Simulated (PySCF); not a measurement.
Electronic structure of Ni⁺ (nickel, charge +1) at the r2SCANh level

Configuration: [Ar] 3d8 4p1, one real determinant (an excited configuration). Computed with PySCF 2.14 in aug-cc-pVTZ with one added diffuse shell each of s, p, d, f, g type (9s8p6d4f3g, 118 functions), with the non-relativistic Hamiltonian (point nucleus).

- Total energy: -1507.761 hartree
- One-electron energy: -2082.116 hartree
- Hartree (Coulomb) energy: 637.199 hartree
- Exchange-correlation energy: -62.844 hartree
- Kinetic energy: 1506.00160 hartree
- ⟨S²⟩: 3.7511
- ⟨L²⟩: 14.026
- Sum of ⟨r⟩: 19.04 bohr
- Sum of ⟨r²⟩: 27.67 bohr²
- Traceless quadrupole moment −½Σ⟨3z² − r²⟩ along its main axis: -4.88 e·bohr²
- Density at the nucleus (Gaussians lack the cusp): 14800 bohr⁻³
- Spin density at the nucleus: 0.333 bohr⁻³
- Langevin diamagnetic susceptibility: -21.9 ×10⁻⁶ cm³/mol
- Time after the integrals: about 11 core-seconds

```tsv
shell	electrons	mean orbital energy (hartree)	spread (hartree)	rms radius, mean of both spins (bohr)
1s α	1	-300.45489	0	0.0635
1s β	1	-300.45278	0	0.0635
2s α	1	-36.36248	0	0.269
2s β	1	-36.30545	0	0.269
2p α	3	-31.71997	0.00082	0.240
2p β	3	-31.67435	0.00320	0.240
3s α	1	-4.62087	0	0.806
3s β	1	-4.48158	0	0.806
3p α	3	-3.17998	0.00793	0.851
3p β	3	-3.04220	0.01129	0.851
3d α	5	-0.80507	0.06286	1.11
3d β	3	-0.74009	0.00984	1.11
4p α	1	-0.34401	0	3.42
```

⟨L²⟩ = 14.03 against 20 for a pure G term, so this real determinant mixes terms.
